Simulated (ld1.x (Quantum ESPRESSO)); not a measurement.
# tin (Sn): one change to a TM potential, before and after

Sn (Z = 50), norm-conserving Troullier–Martins (Kleinman–Bylander form), made with ld1.x (Quantum ESPRESSO) 7.5 (PBE, scalar-relativistic). Core [Kr] 4d10, reference 5s2 5p1 (charge +1). Waves: 5p (bound): rc 2.60 bohr; 5s (bound): rc 1.45 bohr. Local part: the s channel. Core correction: Bessel-smoothed model core inside 1.00 bohr.

All-electron outer shells of the reference configuration (PBE, scalar-relativistic, ld1.x):

```json
{"shell": "5s", "level (eV)": "-17.81", "outermost node (bohr)": "0.98", "outermost maximum (bohr)": "1.99"}
{"shell": "5p", "level (eV)": "-10.25", "outermost node (bohr)": "1.08", "outermost maximum (bohr)": "2.43"}
```

Change: core correction none.

Cutoffs: the cutoffs (Ry, on a coarse ladder) from which the occupation-weighted sum of valence levels, in a spherical-Bessel basis at the reference potential, stays within 10 and 1 mRy of its value at 400 Ry; they do not see the model core or the augmentation charge, which bear on the density cutoff. Errors are all-electron minus pseudo energies relative to the spin-unpolarised reference configuration.

Task: Predict the effect on cutoff, ghosts and configuration errors.

Result: The potential gets neither clearly harder nor softer (45 Ry and 160 Ry → 45 Ry and 160 Ry); both files keep a bound ghost (d); of the 7 tests that both files solve, the error grows in 5 and shrinks in 0 by more than 15 % and 0.3 meV (median size 24.6 → 24.6 meV). Exchange and correlation are not linear in the density, so unscreening with the valence charge alone errs where core and valence overlap; a model core restores that term.

| quantity | base | changed |
| --- | --- | --- |
| cutoff, loose | 45 Ry | 45 Ry |
| cutoff, tight | 160 Ry | 160 Ry |
| bound ghosts | d | d |
| error for 5s2 5p2, meV [ΔE -6.87 eV] | -4.8 | +12 |
| error for 5s2 5p0, meV [ΔE 13.95 eV] | -25 | +35 |
| error for 5s1 5p0, meV [ΔE 44.92 eV] | -212 | +212 |
| error for 5s2 5p2.3, meV [ΔE -7.72 eV] | -6.6 | +16 |
| error for 5s1 5p2, meV [ΔE 7.65 eV] | -27 | +25 |
| error for 5s2 5p1.5, meV [ΔE -4.26 eV] | -1.4 | +4.3 |
| error for 5s0 5p4, meV [ΔE 7.31 eV] | -106 | +185 |
| s: phases at 2.84 bohr within 0.05 rad from the reference energy up to (Ry; the scan ends near 5) | -0.2 | -0.2 |
| p: phases at 2.84 bohr within 0.05 rad from the reference energy up to (Ry; the scan ends near 5) | 3.2 | 3.2 |

 A true bound ghost makes a file unfit for plane-wave use even where its test errors are small: the radial tests pick states by their node count and pass the ghost by.
